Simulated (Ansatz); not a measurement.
`Cn1cccc1-c1cccn1C`. Charge 0, multiplicity 3. Geometry r2SCAN-D4/def2-SVP, that of the neutral singlet; atoms count from 1.

Cartesian coordinates in Å:
```
C -1.7473 1.6421 1.0039
N -0.3683 1.7034 0.5713
C 0.4586 2.7800 0.7772
C 1.7059 2.4865 0.2535
C 1.6288 1.1832 -0.2980
C 0.3306 0.7082 -0.0965
C -0.2854 -0.5482 -0.4878
C -1.5217 -0.8045 -1.0855
C -1.6259 -2.2033 -1.2877
C -0.4558 -2.7702 -0.8124
N 0.3491 -1.7710 -0.3238
C 1.6485 -1.9916 0.2724
H -1.8657 2.2426 1.9168
H -2.4373 2.0296 0.2354
H -2.0216 0.6006 1.2197
H 0.0895 3.6690 1.2869
H 2.5734 3.1447 0.2633
H 2.4171 0.6480 -0.8252
H -2.2468 -0.0456 -1.3758
H -2.4593 -2.7412 -1.7370
H -0.1289 -3.8086 -0.7765
H 1.6565 -2.9733 0.7667
H 1.8506 -1.2110 1.0183
H 2.4554 -1.9692 -0.4794
```

At PBE0-D4/def2-TZVP a singlet of charge 0 lies 3.58 eV below the triplet at the same geometry.

**Question.** Estimate the Mulliken populations from the PBE0/def2-TZVP orbitals of Ansatz.

**Answer.** 
```csv
atom,charge (e),spin (α − β)
C1,-0.36,-0.01
N2,0.02,0.08
C3,-0.17,0.46
C4,-0.12,-0.12
C5,-0.29,0.34
C6,0.11,0.27
C7,0.11,0.27
C8,-0.29,0.34
C9,-0.12,-0.12
C10,-0.17,0.46
N11,0.02,0.08
C12,-0.36,-0.01
H13,0.13,0.01
H14,0.13,0.02
H15,0.17,0.00
H16,0.14,-0.03
H17,0.12,0.00
H18,0.12,-0.02
H19,0.12,-0.02
H20,0.12,0.00
H21,0.14,-0.03
H22,0.13,0.01
H23,0.17,0.00
H24,0.13,0.02
```
Mulliken values depend strongly on the basis.

**Question.** Where does the spin sit?

**Answer.** Summed by element: C 1.89, N 0.15, H -0.04, of 2 unpaired in all. Largest on single atoms: C10 0.46, C3 0.46, C8 0.34.

**Question.** And the Mayer bond orders between heavy atoms (over 0.3)?

**Answer.** C1–N2 0.95 (1.45 Å); N2–C3 1.14 (1.37 Å); N2–C6 1.09 (1.39 Å); C3–C4 1.40 (1.38 Å); C4–C5 1.50 (1.42 Å); C5–C6 1.14 (1.40 Å); C6–C7 1.17 (1.45 Å); C7–C8 1.14 (1.40 Å); C7–N11 1.09 (1.39 Å); C8–C9 1.50 (1.42 Å); C9–C10 1.40 (1.38 Å); C10–N11 1.14 (1.37 Å); N11–C12 0.95 (1.45 Å).
